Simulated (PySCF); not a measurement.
NMR data sheet: C7H8O2Si

```yaml
Formula: C7H8O2Si
SMILES: O=COC1=C[C@@]2([SiH3])C=C[C@@H]12
InChI: InChI=1S/C7H8O2Si/c8-4-9-6-3-7(10)2-1-5(6)7/h1-5H,10H3/t5-,7-/m0/s1
Point_group_of_the_computed_structure: C1
Degrees_of_unsaturation: 5
Carbon_signals: 7
Proton_signals: 6
```

Mapped SMILES: `[O:1]=[CH:2][O:3][C:4]1=[CH:5][C@@:6]2([SiH3:7])[CH:8]=[CH:9][C@@H:10]12`. Hydrogens are named by the atom that carries them.

PySCF 2.14.0 with density-fitted response routines calculation with NMR shieldings at PBE0/pcSseg-1/GIAO and GFN2-xTB structure; a single conformation, non-relativistic, one averaged value for each set of equivalent atoms, no solvent model.

Scale: ¹H, ¹³C, ²⁹Si against TMS; H2O for ¹⁷O (reference shieldings calculated alike).

| carbon | δC, type | δH (multiplicity) | HMBC from (2–3 bonds) | span of the C tensor (ppm) |
| --- | --- | --- | --- | --- |
| C2 | 162.2, CH | 8.14 (s) | – | 164 |
| C4 | 161.2, C | – | H(C2), H(C9), H(C5), H(C10) | 188 |
| C5 | 134.4, CH | 6.51 (s) | H(C8), H(Si7), H(C10) | 163 |
| C6 | 43.1, C | – | H(C8), H(C9), H(C5), H(Si7), H(C10) | 50 |
| C8 | 159.4, CH | 7.08 (m) | H(C9), H(C5), H(Si7), H(C10) | 246 |
| C9 | 148.6, CH | 6.95 (m) | H(C8), H(C10) | 239 |
| C10 | 57.5, CH | 4.03 (m) | H(C8), H(C9), H(C5), H(Si7) | 43 |

Other nuclei:
| atoms | nucleus | environment | δ (ppm) | σ (ppm) |
| --- | --- | --- | --- | --- |
| H(Si7) | ¹H | hydrogen on a silicon bonded to C | 4.16 | 27.56 |
| Si7 | ²⁹Si | silicon bonded to C, 3 H | -72.2 | 421.3 |
| O1 | ¹⁷O | ester carbonyl oxygen | 465.1 | -129.0 |
| O3 | ¹⁷O | ester alkoxy oxygen | 265.1 | 71.0 |

Carbon types of the structure: 2 × C, 5 × CH, leaving 3 H on heteroatoms. δC 162.2: ester carbonyl carbon; lone-pair donation from the attached heteroatom keeps it upfield of a ketone carbonyl. δC 161.2: alkene carbon bearing oxygen; an sp2 carbon further deshielded by the attached heteroatom. δC 159.4, 148.6: alkene CH; the olefinic region. δC 134.4: β carbon of an enol-ether or enamine type C=C. δH 7.08, 6.95: hydrogen on an alkene CH; a vinylic proton, deshielded by the sp2 carbon and the C=C anisotropy.

Shifts are as computed. Against solution values, carbons near 30 ppm lie about +3 ppm off and those near 130 ppm about +5 ppm. Of 1309 compounds with measured shifts, 239 miss one by over three times the rms of a fit or turn the order of signals round; such compounds aren't used in these exercises. Unscaled 17O shifts of doubly bonded oxygen tend to come out too high, by tens of ppm or more. Experimental scales use liquid or dissolved standards, which lie at an offset from isolated H2O (liquid H2O: subtract about 36 ppm). Multiplicities follow the n + 1 count of equivalent neighbours, as no J values were calculated; m marks all less simple cases, F and P coupling included.
